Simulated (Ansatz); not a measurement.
Basis-set extrapolation for `CC[B@H-]1[O+](C)[B@@H-](CC)[O+]1C` (PBE0-D4/def2-TZVP geometry, frozen core, Ansatz 0.2.0). Multiplicity 1, RHF reference.

```tsv
	def2-TZVPP	def2-QZVPP
HF	-437.029467	-437.049971
MP2 correlation	-1.765602	-1.881759
CCSD(T) correlation	-1.930747	not run
```

Energies in hartree. Use E(X) = E(∞) + A·exp(−7.88·√X) for Hartree–Fock and E(X) = E(∞) + B·X^(−2.97) for correlation, with X = 3 and 4, and add CCSD(T) minus MP2 of the smaller set to the MP2 limit.

Q: What is the CCSD(T) energy at the basis-set limit?

A: HF limit: -437.049971 + (-0.020504) × 0.13774 = -437.05280. MP2 limit: -1.881759 + (-0.116157) × 0.74074 = -1.96780. Higher-order term: -1.930747 − (-1.765602) = -0.16515. Total: -439.18575 hartree, 6.14 eV below CCSD(T)/def2-TZVPP.
